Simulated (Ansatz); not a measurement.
Mulliken charges of `ClB1CS1` from ωB97M-V/def2-TZVPP in Ansatz (PBE0-D4/def2-TZVP geometry).

```tsv
atom	x (Å)	y (Å)	z (Å)	charge (e)
Cl1	-0.987	-2.237	0.271	-0.069
B2	-0.519	-0.626	-0.088	0.166
C3	0.521	0.469	0.120	-0.267
S4	-0.980	0.807	-0.958	-0.110
H5	1.461	0.465	-0.425	0.140
H6	0.546	1.057	1.034	0.140
```

Task: By hand: the dipole of these point charges (1 e Å = 4.8032 D).

Result: Σ q r = (0.232, 0.050, 0.125) e Å, of length 0.268 e Å = 1.29 D.

Task: How does the dipole of the full density compare? (Best estimate.)

Result: Ansatz gave: (0.197, 0.053, 0.102) e Å, 1.10 D; the point charges give 1.17 times that, at 3° from its direction.

Point charges leave out the atoms' own dipoles, such as those of lone pairs, and Mulliken's split depends on the basis, so the two needn't agree.
